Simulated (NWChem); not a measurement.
System: SiHCl3; SMILES Cl[SiH](Cl)Cl

Input file for NWChem:

```
start job
memory heap 200 mb stack 900 mb global 1100 mb
geometry units angstroms noautoz
  Si     0.000000     0.000000     0.500755
  Cl    -0.502172    -1.859017    -0.187689
  Cl    -1.358870     1.364402    -0.187689
  Cl     1.861042     0.494615    -0.187689
  H      0.000000     0.000000     1.977546
end
basis spherical
  * library 6-311++g**
end
dft
  xc b3lyp
  iterations 150
  mulliken
end
task dft energy
```

Structure relaxed at the PBE0/def2-SVP level.

Question: Give the results of this calculation. (B3LYP/6-311++G** (spherical d).) Quantities: basis functions; energy (Ha); highest occupied level (eV); orbital gap (eV); dipole (D).

Answer: 
```yaml
number_of_basis_functions: 127
energy (Ha): -1670.94
highest occupied level (eV): -9.21
orbital gap (eV): 8.27
dipole (D): 1.18
```
